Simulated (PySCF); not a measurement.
A GIAO shielding run with PySCF 2.14 (density fitting, non-relativistic, gas phase) on SMILES C[Si@@](CF)(C[SiH3])C[SiH2]F, C₄H₁₄F₂Si₃:

```
$ OMP_NUM_THREADS=1 python probes_run.py task.json out

{"job": {"kind": "nmr", "xc": "PBE0", "basis": "pcSseg-1"}, "charge": 0, "multiplicity": 1}
C      0.340343    -2.419593    -0.351223
Si    -0.297051    -0.647511    -0.059711
C     -2.226118    -0.721474    -0.083095
F     -2.744630     0.522595     0.237000
C      0.226468     0.005760     1.649098
Si     2.061967     0.461682     1.834315
C      0.259113     0.507973    -1.466170
Si    -0.518859     2.237659    -1.467443
F      0.295356     3.101363    -2.569559
H     -0.007282    -2.823174    -1.297580
H      0.014228    -3.096833     0.432265
H      1.425145    -2.438697    -0.366460
H     -2.636688    -1.417862     0.651303
H     -2.634355    -0.975785    -1.063157
H     -0.025454    -0.740003     2.403781
H     -0.373634     0.884405     1.884747
H      2.893623    -0.677049     1.430996
H      2.382467     1.619366     0.998424
H      2.347027     0.782487     3.236682
H      1.342522     0.616818    -1.412134
H      0.053527     0.032219    -2.426098
H     -0.297498     2.959122    -0.223648
H     -1.884970     2.253515    -1.962256
```

Hardware: 1 thread of an Arm Neoverse N1, shared host. The job also computes population analyses, field gradients.

Question: How large is the calculation?

Answer: 98 electrons, 244 basis functions and 1337 auxiliary functions.

Question: How long does it take, and how much memory does it need?

Answer: 2.2 min of wall time, with 12 SCF cycles and 4 response iterations; peak memory 1.2 GiB. Times on a shared host scatter by some tens of per cent.
